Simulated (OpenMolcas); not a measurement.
A calculation on Se⁻.

```json
{"Program": "OpenMolcas", "Method": "SS-CASPT2, IPEA 0.25 Eh, imaginary shift 0.1 Eh (closed shells correlated: 3d 4s)", "Basis": "ANO-RCC-VQZP [7s6p4d2f1g]", "Scalar Hamiltonian": "DKH2, point nucleus", "Active space": "5 electrons in 3 orbitals (4p)", "State averaging": "2S+1 = 2 odd, 3 roots", "Spin-orbit coupling": "state interaction with AMFI integrals over the reference wave functions, term energies averaged over their components"}
```

Which level of the active space comes out lowest?

4s² 4p⁵ ²P°_3/2, with 100 % of that term.

How high does 4s² 4p⁵ ²P°_1/2 lie?

2118 cm⁻¹ above the lowest level.

No diffuse functions were added, so excited terms of the anion can stand markedly too high. Levels of configurations outside the active space are missing.

° marks odd parity.
